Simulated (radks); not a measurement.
All-electron atom: the selenium ion Se+ in [Ar] 3d10 4s2 4p2 5p1 (not the ground configuration).

All-electron calculation, scalar-relativistic Kohn-Sham, exchange-only r2SCAN, spin-unpolarised, spherical densities, finite nucleus; meta-GGA in the generalised Kohn-Sham scheme; Fermi nuclear charge, rms radius 4.14 fm. Program: a radial shooting solver on a logarithmic mesh with Libxc functionals.

Energy parts (eV):
| part | energy |
|---|---|
| total | -66064.535 |
| kinetic | 67456.462 |
| electron-nucleus | -158803.119 |
| Hartree | 27621.306 |
| exchange | -2339.184 |

Orbitals (lengths in bohr, moments of r in powers of bohr):
| orbital | occ. | eigenvalue (eV) | <r^4> | <r> | <1/r> | <r^2> |
|---|---|---|---|---|---|---|
| 1s | 2 | -12556.58 | 0.00001768 | 0.04409 | 34.56 | 0.002618 |
| 2s | 2 | -1637.899 | 0.003539 | 0.1957 | 7.650 | 0.04517 |
| 2p | 6 | -1440.372 | 0.002584 | 0.1711 | 7.475 | 0.03585 |
| 3s | 2 | -236.4870 | 0.2268 | 0.5726 | 2.493 | 0.3773 |
| 3p | 6 | -173.6954 | 0.2808 | 0.5885 | 2.337 | 0.4060 |
| 3d | 10 | -70.5215 | 0.5438 | 0.6283 | 2.033 | 0.4927 |
| 4s | 2 | -32.1718 | 17.21 | 1.713 | 0.7679 | 3.332 |
| 4p | 2 | -19.5705 | 35.25 | 2.009 | 0.6478 | 4.639 |
| 5p | 1 | -4.5532 | 2261 | 5.950 | 0.2096 | 39.52 |

The highest occupied level is 5p at -4.553 eV. Summed over all electrons, <r^2> = 63.89 bohr^2, which gives a Langevin (diamagnetic) susceptibility term of -50.6 x 10^-6 cm^3/mol.
